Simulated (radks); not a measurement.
Cl3+, 14 electrons, occupied as [Ne] 3s2 3p2 (the NIST ground configuration). Method: Dirac Kohn-Sham, Slater X-alpha with alpha = 0.65, spin-unpolarised, spherical densities, finite nucleus; open shells fill j = l - 1/2 first; Fermi nuclear charge, rms radius 3.3654 fm; computed with a radial shooting solver on a logarithmic mesh with Libxc functionals.

Normalised radial functions P(r) = r R(r) (large component), r in bohr:

r	3p1/2	3p3/2
0.008573	0.0041	0.0037
0.0109	0.0063	0.0059
0.01374	0.0097	0.0091
0.01747	0.0150	0.0142
0.02204	0.0227	0.0218
0.02801	0.0346	0.0334
0.03561	0.0522	0.0507
0.04491	0.0764	0.0746
0.05709	0.1112	0.1091
0.072	0.1560	0.1536
0.09153	0.2145	0.2118
0.1164	0.2831	0.2804
0.1467	0.3521	0.3497
0.1865	0.4123	0.4106
0.2352	0.4392	0.4387
0.2991	0.4083	0.4096
0.3802	0.2938	0.2971
0.4794	0.0939	0.0992
0.6095	-0.1885	-0.1821
0.7686	-0.4871	-0.4807
0.9771	-0.7455	-0.7407
1.232	-0.8699	-0.8678
1.567	-0.8246	-0.8254
1.991	-0.6294	-0.6320
2.511	-0.3850	-0.3879
3.193	-0.1747	-0.1767
4.026	-0.0585	-0.0594
5.119	-0.0124	-0.0126

3p1/2: eigenvalue -43.504 eV, 1 radial node at r = 0.522 bohr, <r> = 1.52 bohr, 90 % of the charge inside 2.31 bohr. 3p3/2 (empty): eigenvalue -43.319 eV, 1 radial node at r = 0.525 bohr, <r> = 1.53 bohr, 90 % of the charge inside 2.32 bohr.
